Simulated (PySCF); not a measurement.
Method: core-valence-separated Tamm–Dancoff BHandHLYP/aug-pcX-1 (pcseg-1 on H, def2-SVPD on Ge) in PySCF, non-relativistic, gas phase, PBE0-D3(BJ)/def2-SVP geometry. No empirical shift is added; at this level the pattern usually sits a few eV under experiment.

Main lines of an unknown, eV (oscillator strength): C K: 286.1 (0.043), 287.9 (0.049), 288.3 (0.040), 289.1 (0.014), 289.4 (0.008); F K: 683.3 (0.021), 684.6 (0.025), 685.8 (0.007), 686.1 (0.006), 686.7 (0.009). Listed: the first five lines at most of each edge with a tenth or more of its strongest line's intensity; roots within 0.03 eV on the same or equivalent atoms are summed. Only the lowest roots were sought, and the top ones are left out.

**Question.** Which candidate gives them?
A. `[CH]([GeH3])(F)F`
B. `F[CH2][GeH2][F]`

**Answer.** B. 

- `F[CH2][GeH2][F]`: C K: 286.1 (0.043), 287.9 (0.049), 288.3 (0.040), 289.1 (0.014), 289.4 (0.008); F K: 683.3 (0.021), 684.6 (0.025), 685.8 (0.007), 686.1 (0.006), 686.7 (0.009). First C line listed at 286.1 eV, hole on the sp3 C–F carbon; first F line listed at 683.3 eV, hole on the fluorine bonded to Ge.
- `F[CH](F)[GeH3]`: C K: 288.8 (0.065), 288.9 (0.054), 289.7 (0.050); F K: 686.0 (0.054), 687.0 (0.013), 687.5 (0.018). First C line listed at 288.8 eV, hole on the CHF2 carbon; first F line listed at 686.0 eV, hole on the fluorine of a CF2 group.

One conformer each; other structures than these candidates weren't tested.

Conformer computed: `[F:1][CH2:2][GeH2:3][F:4]`: F1–C2–Ge3–F4 180°.
